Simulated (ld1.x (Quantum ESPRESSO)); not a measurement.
**sulfur (S): variants of one TM semilocal potential**

Base potential:

ld1.x (Quantum ESPRESSO) 7.5 input, shortened:

```
&input
   title='S', zed=16., rel=1, dft='PBE', iswitch=3,
   config='[Ne] 3s2 3p4'
 /
 &inputp
   pseudotype=1, tm=.true., lloc=0,
   nlcc=.true., rcore=0.90
 /
2
3P  2  1   4.00   0.00  1.30  1.30  0.0
3S  1  0   2.00   0.00  1.10  1.10  0.0
 &test
   configts(1)='3s2 3p4'
 /
```

Cutoffs, loose and tight: the cutoffs (Ry, on a coarse ladder) from which the occupation-weighted sum of valence levels, in a spherical-Bessel basis at the reference potential, stays within 10 and 1 mRy of its value at 400 Ry. They do not see the model core or the augmentation charge, which bear on the density cutoff. Test errors are all-electron minus pseudo excitation energies from the reference, over the configurations 3s2 3p3; 3s2 3p2; 3s2 3p1; 3s1 3p4; 3s2 3p4.3; 3s2 3p0; 3s1 3p5. A dash means not determined; rows that change the core or the reference have their own tests.

A semilocal file is local in each channel, so a ghost entry of none says nothing of the separable form that plane-wave codes build from it.

| change | outcome | cutoff, loose | cutoff, tight | bound ghosts | largest test error (meV) |
| --- | --- | --- | --- | --- | --- |
| base | generated | 70 Ry | 140 Ry | none | +212 |
| all radii but the core radius scaled by about 0.84 (s 0.92, p 1.10 bohr) | generated | 120 Ry | over 300 Ry | none | +375 |
| all radii but the core radius scaled by about 0.94 (s 1.04, p 1.22 bohr) | generated | 100 Ry | 230 Ry | none | +244 |
| all radii but the core radius scaled by about 1.05 (s 1.16, p 1.36 bohr) | generated | 50 Ry | 110 Ry | none | +205 |
| all radii but the core radius scaled by about 1.23 (s 1.34, p 1.60 bohr) | generated | 40 Ry | 60 Ry | none | +204 |
| all radii but the core radius scaled by about 1.27 (s 1.40, p 1.66 bohr) | generated | 40 Ry | 60 Ry | none | +202 |
| all radii but the core radius scaled by about 1.37 (s 1.50, p 1.78 bohr) | generated | 40 Ry | 60 Ry | none | +199 |

(1) What comes out with this change to the base: all radii but the core radius scaled by about 1.09 (s 1.20, p 1.42 bohr)?

(2) What comes out with this change to the base: all radii but the core radius scaled by about 0.77 (s 0.86, p 1.00 bohr)?

Answers

(1) outcome: generated; cutoff, loose: 50 Ry; cutoff, tight: 100 Ry; bound ghosts: none; largest test error (meV): +209.

(2) outcome: generated; cutoff, loose: 300 Ry; cutoff, tight: over 300 Ry; bound ghosts: none; largest test error (meV): +736.

Reading the sweep of the scale of all radii but the core radius (base = 1) (base included, trends over the rows without a ghost): The loose cutoff falls from 300 Ry at 0.77 to 40 Ry at 1.37. A larger radius leaves more room for a smooth pseudo-wave, so fewer plane waves are needed; a smaller one forces it to follow the all-electron wave where it bends sharply. The median size of the test errors (rows with all tests solved) is not monotonic: lowest 4.1 meV at 1.23, highest 35.1 meV at 0.77.
